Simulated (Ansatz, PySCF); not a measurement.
BH3OSe2, SMILES OB([SeH])[SeH]. Atoms are numbered in the order given.

```xyz
7

B      0.6764     0.0295     0.0000
O      2.0257     0.1194     0.0000
H      2.4980    -0.7217     0.0000
Se    -0.3522    -1.6543     0.0000
H      0.8242    -2.5510     0.0000
Se    -0.2837     1.7451     0.0000
H     -1.6318     1.1472     0.0000
```
Charge 0, spin multiplicity 1.

Coordinates come from a B3LYP-D3(BJ)/def2-SVP optimisation. The values are those of a single conformer.

Two levels are set side by side: PBE-D3(BJ)/def2-SVP (Ansatz, a quantum-chemistry and plane-wave program) and B3LYP-D3(BJ)/def2-SVP (Ansatz). Each level has its own optimised geometry; the coordinates shown are those of the second. Frequencies come from the Hessian of PySCF at each geometry. Differences are taken from unrounded values.

| quantity | B3LYP-D3(BJ) | PBE-D3(BJ) | PBE-D3(BJ) minus B3LYP-D3(BJ) |
|---|---|---|---|
| mean bond length (Å) | 1.535 | 1.542 | 0.007 |
| bond B1–O2 (Å) | 1.352 | 1.363 | 0.011 |
| bond B1–Se4 (Å) | 1.973 | 1.974 | 0.000 |
| bond B1–Se6 (Å) | 1.966 | 1.967 | 0.002 |
| bond O2–H3 (Å) | 0.965 | 0.973 | 0.008 |
| bond Se4–H5 (Å) | 1.479 | 1.489 | 0.010 |
| bond Se6–H7 (Å) | 1.475 | 1.484 | 0.009 |
| highest harmonic wavenumber (cm⁻¹) | 3859 | 3752 | -107 |
| mean harmonic wavenumber (cm⁻¹) | 1035 | 1007 | -29 |
| zero-point energy (kcal/mol) | 22.20 | 21.58 | -0.62 |

Exact exchange shortens and stiffens bonds; PBE has none. Differences between two approximate levels are no errors against the true value.
